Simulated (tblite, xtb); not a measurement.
C3H9O4Si, doublet, at a GFN2-xTB geometry. Base run: GFN1-xTB run with xtb 6.7.1.

Here is a job for xtb.
```
$ xtb mol.xyz --gfn 1 --uhf 1 --json

# file mol.xyz
17

C     -0.38600731     2.63494261     0.08122108
O     -0.77907602     1.32178351     0.26334601
Si     0.02308773    -0.02033728    -0.26733647
O      0.15673885    -0.13806654    -1.81490421
O     -0.78554395    -1.26304075     0.45942465
C     -2.10891699    -1.60806063     0.25520816
O      1.45436715     0.03837562     0.55386437
C      2.41437714    -0.95593042     0.59623915
H     -0.40121247     2.88945753    -0.98513455
H     -1.09603470     3.27992005     0.60451915
H      0.62893474     2.79945459     0.45178136
H     -2.77144191    -0.75631175     0.42861827
H     -2.25638820    -1.94539476    -0.77754607
H     -2.35557366    -2.43117231     0.93020689
H      1.98642061    -1.90565089     0.92695156
H      3.20902884    -0.63506673     1.27414093
H      2.84443327    -1.10863799    -0.40068387
```

Programs used: tblite, xtb; a row that names a program was run with it.

The base run was repeated with changes; each row names its change, and settings that it needs were set with it.

| change | ΔE vs base (kJ/mol) | dipole (D) | G_solv (kcal/mol) | SCF cycles |
|---|---|---|---|---|
| base | 0.00 | 2.85 | - | 16 |
| acc = 0.0001 | 0.00 | 2.85 | - | 22 |
| file = coord | 0.00 | 2.85 | - | 16 |
| acc = 30 | 0.00 | 2.85 | - | 13 |
| alpb = dmf | -54.1 | 3.31 | -13.91 | 16 |
| program = tblite; method = gfn1; option = (--efield, 0,0,0.1) | -5.97 | - | - | - |
| gbsa = chcl3 | -50.7 | 3.46 | -13.54 | 15 |
| program = tblite; method = gfn1; option = (--guess, eeq) | 0.00 | - | - | - |

ALPB and GBSA are two models with their own fitted parameters for each solvent, which aren't always the measured dielectric constant.
